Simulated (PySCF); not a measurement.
Ga(H)(Me)(OMe) (C2H7GaO), SMILES C[O][GaH][CH3]. Atoms are numbered in the order given.

```xyz
11

Ga    -0.3412     0.2740     0.3030
H     -1.8391    -0.1483     0.5346
C      0.6878     1.8042     0.9803
H      0.7029     1.8043     2.0819
H      0.2309     2.7523     0.6541
H      1.7212     1.7579     0.6074
O      0.6019    -0.8233    -0.7632
C      0.1321    -1.9869    -1.3874
H      0.2334    -1.9064    -2.4864
H      0.7243    -2.8654    -1.0680
H     -0.9326    -2.2070    -1.1678
```
Charge 0, spin multiplicity 1.

Geometry optimised at B3LYP-D3(BJ)/def2-SVP. The values are those of a single conformer.

Two levels are set side by side: PBE/pcSseg-1 (PySCF) and HF/pcSseg-1 (PySCF). GIAO shifts against H2O (¹⁷O), TMS (¹H), TMS (¹³C) at the same level; non-relativistic, no solvent, atoms listed together averaged. Differences are taken from unrounded values.

```json
[
 {"quantity": "δ(¹H) of H2 (ppm)", "HF": "5.05", "PBE": "6.28", "PBE minus HF": "1.23"},
 {"quantity": "δ(¹³C) of C3 (ppm)", "HF": "-6.6", "PBE": "-1.1", "PBE minus HF": "5.5"},
 {"quantity": "δ(¹⁷O) of O7 (ppm)", "HF": "44.6", "PBE": "167.0", "PBE minus HF": "122.3"},
 {"quantity": "δ(¹³C) of C8 (ppm)", "HF": "54.5", "PBE": "64.6", "PBE minus HF": "10.1"}
]
```

Rough cost on one machine, each run with all the roots and properties that it gave: HF against PBE within a factor of 2.
